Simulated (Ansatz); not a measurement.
Ansatz results at the PBE0-D4/def2-TZVP geometry: size of the dipole moment (ωB97M-V/def2-TZVPP) 3.23 D; HOMO–LUMO gap (ωB97M-V/def2-TZVPP) 11.25 eV; HOMO energy (PBE/def2-TZVPP) -6.82 eV.

Each molecule was computed in one conformer, which needn't be the lowest.

Q: Which molecule gave them?
A. `CB/C(F)=C\O`
B. `CB(O)/C=C/F`
C. `C=C=C=C`
D. `BC(=O)C(C)F`

A: D. The others give `CB(O)/C=C/F`: 2.27, 11.23, -6.43; `C=C=C=C`: 0.00, 9.56, -6.13; `CB/C(F)=C\O`: 2.87, 9.57, -5.69.
